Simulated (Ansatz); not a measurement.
Compare A (`OC[SiH2]F`) with its isomer B (`CO[SiH2]F`).

Calculated with Ansatz (gas phase, PBE0-D4/def2-TZVP geometries, no zero-point term in ΔE). CBS: MP2 limit from def2 TZ/QZ plus the TZ coupled-cluster correction, frozen cores. Functionals use def2-TZVPP. B3LYP here is the variant with VWN-RPA as its local correlation; programs differ in this. Each species was taken in one conformer, which may not be the lowest.

(1) Which isomer does CCSD(T)/CBS put lower? Give the gap. (An estimate is asked.)

(2) Give E(B) − E(A) in kcal/mol with ωB97M-V, B3LYP, CCSD(T)/def2-SVP, LDA (SPW92), HF/def2-TZVPP, CCSD/def2-TZVPP, BLYP-D4. (Estimate.)

(3) Does the order hold for the free energy at 298.15 K (harmonic terms from PBE0-D4)? (Estimate.)

Largest T1 diagnostic: 0.011.

Answers

(1) The calculation gave: B, by 30.7 kcal/mol.

(2) Ansatz gave: ωB97M-V -30.0, B3LYP -30.7, CCSD(T)/def2-SVP -29.7, LDA (SPW92) -27.6, HF/def2-TZVPP -34.7, CCSD/def2-TZVPP -31.4, BLYP-D4 -29.6. None reverses the order clearly.

(3) Computed: Yes: G(B) − G(A) = -30.4 kcal/mol, for one conformer each.

In def2-TZVPP, CCSD(T) changes the Hartree–Fock value by +3.8 kcal/mol (the triples alone add +0.5 kcal/mol) and MP2 by +3.0 kcal/mol. At CCSD(T), def2-SVP lies +1.0 kcal/mol from the extrapolated value and def2-TZVPP −0.2 kcal/mol.
